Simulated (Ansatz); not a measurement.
Two structures of SnH₅ClO₂, closed shell, reached by relaxing down either side of one saddle point (PBE0-D4/def2-TZVP). Energies are electronic, without zero-point energy. Program: Ansatz 0.2.0. Basis: def2-TZVPP and def2-QZVPP. Cores are frozen in the correlated methods. Filled d shells of the heavier atoms are correlated. Core potentials replace the inner electrons of the atoms past krypton. The def2 sets are not built for correlating such inner shells, so the correlated values are less sure here. Extrapolation: Hartree–Fock as exp(−7.88 √X), correlation as X^−2.97. First:

Sn1  (-0.290, 0.119, -1.487)
Cl2  (1.571, -1.062, -0.638)
H3  (-0.168, -0.170, -3.164)
H4  (-1.670, -0.594, -0.814)
H5  (-0.041, 1.758, -1.126)
H6  (0.665, -1.053, 1.490)
O7  (0.078, -0.690, 2.177)
O8  (-0.346, 0.517, 1.557)
H9  (0.201, 1.175, 2.005)
(Å)

Second:

```json
{"atom": "Sn1", "x (Å)": "-0.8402", "y (Å)": "0.2726", "z (Å)": "-1.0186"}
{"atom": "Cl2", "x (Å)": "2.8494", "y (Å)": "-1.0625", "z (Å)": "0.0133"}
{"atom": "H3", "x (Å)": "-0.6224", "y (Å)": "-1.0295", "z (Å)": "-2.0858"}
{"atom": "H4", "x (Å)": "-2.4599", "y (Å)": "0.5713", "z (Å)": "-0.5992"}
{"atom": "H5", "x (Å)": "0.0369", "y (Å)": "1.6715", "z (Å)": "-1.4027"}
{"atom": "H6", "x (Å)": "1.6244", "y (Å)": "-0.8088", "z (Å)": "0.4365"}
{"atom": "O7", "x (Å)": "-0.0083", "y (Å)": "-0.4550", "z (Å)": "0.6791"}
{"atom": "O8", "x (Å)": "-0.0922", "y (Å)": "0.6405", "z (Å)": "1.6076"}
{"atom": "H9", "x (Å)": "-0.4879", "y (Å)": "0.2002", "z (Å)": "2.3698"}
```

Which bonds change from the first to the second?

SnH₃Cl ([Cl][SnH3]) + H₂O₂ ([OH][OH]) → SnH₄O₂ ([OH][O][SnH3]) + HCl; bonds formed: Sn1–O7, Cl2–H6; bonds broken: Sn1–Cl2, H6–O7.

Give the saddle point's structure and its height above each. (To be estimated.)

The calculation gives: 22.90 kcal/mol above the first and 6.17 kcal/mol above the second (CCSD(T) at an estimated basis limit (MP2 extrapolated from triple and quadruple zeta, plus CCSD(T) − MP2 in triple zeta)).
```json
{"atom": "Sn1", "x (Å)": "-0.5243", "y (Å)": "0.1714", "z (Å)": "-1.0827"}
{"atom": "Cl2", "x (Å)": "2.2885", "y (Å)": "-0.7649", "z (Å)": "-0.5216"}
{"atom": "H3", "x (Å)": "-0.4889", "y (Å)": "-1.1721", "z (Å)": "-2.1060"}
{"atom": "H4", "x (Å)": "-2.1205", "y (Å)": "0.5254", "z (Å)": "-0.5754"}
{"atom": "H5", "x (Å)": "0.3265", "y (Å)": "1.5771", "z (Å)": "-1.4677"}
{"atom": "H6", "x (Å)": "1.1500", "y (Å)": "-0.6082", "z (Å)": "0.5739"}
{"atom": "O7", "x (Å)": "0.0369", "y (Å)": "-0.4787", "z (Å)": "0.8696"}
{"atom": "O8", "x (Å)": "-0.1234", "y (Å)": "0.6019", "z (Å)": "1.7843"}
{"atom": "H9", "x (Å)": "-0.5449", "y (Å)": "0.1483", "z (Å)": "2.5256"}
```

The T1 diagnostic stays at or below 0.014.

Labels in which every atom is bracketed show which atoms are joined, not bond orders.

For scale, one of the runs: CCSD(T)/def2-TZVPP, 224 basis functions, launched by `ansatz run in.yaml --threads 4 --pin off --events-out ev --progress --plain --max-ram 9574MiB`. Time: 78 s of wall clock on 4 CPU threads of an Intel Xeon Platinum 8375C; the host was shared. Peak host memory: 4.1 GiB.
